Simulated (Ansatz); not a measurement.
Species: sum formula H2SiO3F (charge 0, doublet). It need not be the lowest isomer of its formula. 
Structure (B3LYP-D3(BJ)/def2-TZVP (Ansatz, a quantum-chemistry and plane-wave program) minimum search):
```
Si
F 1 1.5937
O 1 1.6158 2 109.02
H 3 0.9604 1 119.64 2 -28.47
O 1 1.6255 2 110.44 3 -123.02
H 5 0.9615 1 119.38 2 -48.38
O 1 1.6492 2 110.61 3 121.73
```
Charge 0, spin multiplicity 2.

Atomisation energy built up term by term with Ansatz (kcal/mol; UHF references for open shells; valence terms freeze the core; atomic spin-orbit terms are left out). CBS(X,Y): correlation extrapolated as X^-3; Hartree-Fock from the larger set (for Q and 5 zeta extrapolated as (X+1)exp(-9√X)).

```csv
term,basis,kcal/mol
Hartree-Fock,"CBS(cc-pV(Q+d)Z,cc-pV(5+d)Z)",484.28
CCSD correlation,"CBS(cc-pV(Q+d)Z,cc-pV(5+d)Z)",195.16
(T),"CBS(cc-pV(Q+d)Z,cc-pV(5+d)Z)",13.82
core correlation,cc-pwCVTZ,1.04
scalar relativity (X2C),cc-pVTZ-DK against cc-pVTZ,-1.87
sum: De,,692.4
```

(T) makes 2.0 % of the CCSD(T) atomisation energy; under 5 % is typical of single-reference molecules.
